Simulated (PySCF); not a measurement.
**Shapes and spin states of ClCoN**

Level of theory: PySCF, PBE0, basis Co def2-TZVP, N def2-TZVP, Cl def2-TZVP (no relativity, density fitting).

Relaxations began from a few typed shapes and spin states; open shells are unrestricted. The search is not exhaustive: other isomers or separated fragments can lie lower, and high-lying points may rest on an excited occupation.

```json
{"spin": "broken-symmetry Ms = 1/2 (⟨S²⟩ 2.34)", "group": "Cs", "bonds": "Co–Cl 2.094 Å, Co–N 1.795 Å", "angles": "Cl–Co–N 172.0°", "imaginary modes (cm⁻¹)": "none", "ΔE (kJ/mol)": "0.0", "ΔE with ZPE (kJ/mol)": "0.0"}
{"spin": "quartet (⟨S²⟩ 3.99)", "group": "Cs", "bonds": "Co–Cl 2.103 Å, Co–N 1.587 Å", "angles": "Cl–Co–N 132.3°", "imaginary modes (cm⁻¹)": "none", "ΔE (kJ/mol)": "20.6", "ΔE with ZPE (kJ/mol)": "22.2"}
{"spin": "broken-symmetry Ms = 1/2 (⟨S²⟩ 2.17)", "group": "C∞v", "bonds": "Co–Cl 2.108 Å, Co–N 1.711 Å", "angles": "Cl–Co–N 180.0°", "imaginary modes (cm⁻¹)": "none", "ΔE (kJ/mol)": "24.6", "ΔE with ZPE (kJ/mol)": "25.2"}
{"spin": "sextet", "group": "Cs", "bonds": "Co–Cl 2.118 Å, Co–N 1.816 Å", "angles": "Cl–Co–N 140.4°", "imaginary modes (cm⁻¹)": "none", "ΔE (kJ/mol)": "72.8", "ΔE with ZPE (kJ/mol)": "72.6"}
{"spin": "sextet", "group": "C∞v", "bonds": "Co–Cl 2.164 Å, Co–N 1.778 Å", "angles": "Cl–Co–N 180.0°", "imaginary modes (cm⁻¹)": "167i, 167i", "ΔE (kJ/mol)": "87.1", "ΔE with ZPE (kJ/mol)": "–"}
```

The lowest minimum found is the broken-symmetry Ms = 1/2 (⟨S²⟩ 2.34) Cs: Co–Cl 2.094 Å, Co–N 1.795 Å; Cl–Co–N 172.0°.

For the lowest minimum: the determinant is spin-contaminated (⟨S²⟩ = 2.34, pure value 0.75). With open d or f shells other occupations or spin states may lie lower.
